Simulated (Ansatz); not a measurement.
Basis-set series for CH$_{3}$BiF$_{2}$O, SMILES `C[O][Bi]([F])[F]`. Charge 0, multiplicity 1. Bi takes the def2 core potential. Geometry: relaxed with PBE0-D4/def2-TZVP. It is one conformer, not always the lowest.

```json
{"functional": "PBE0-D4", "basis": "def2-SVP", "functions": "97", "energy (Eh)": "-528.92875", "HOMO (eV)": "-8.03", "LUMO (eV)": "-1.11"}
{"functional": "PBE0-D4", "basis": "def2-TZVPP", "functions": "216", "energy (Eh)": "-529.34903", "HOMO (eV)": "-8.24", "LUMO (eV)": "-1.37"}
{"functional": "ωB97M-V", "basis": "def2-SVP", "functions": "97", "energy (Eh)": "-529.07115", "HOMO (eV)": "-10.42", "LUMO (eV)": "0.78"}
{"functional": "ωB97M-V", "basis": "def2-TZVPP", "functions": "216", "energy (Eh)": "-529.50273", "HOMO (eV)": "-10.65", "LUMO (eV)": "0.34"}
```

Problem. Give the rows for def2-QZVPP. (Estimate.)

Solution. Computed: 
```
functional       basis  functions  energy (Eh)  HOMO (eV)  LUMO (eV)
   PBE0-D4  def2-QZVPP        400   -529.37191      -8.27      -1.43
   ωB97M-V  def2-QZVPP        400   -529.52495     -10.69       0.20
```

Positive LUMOs are unbound and depend on the basis.
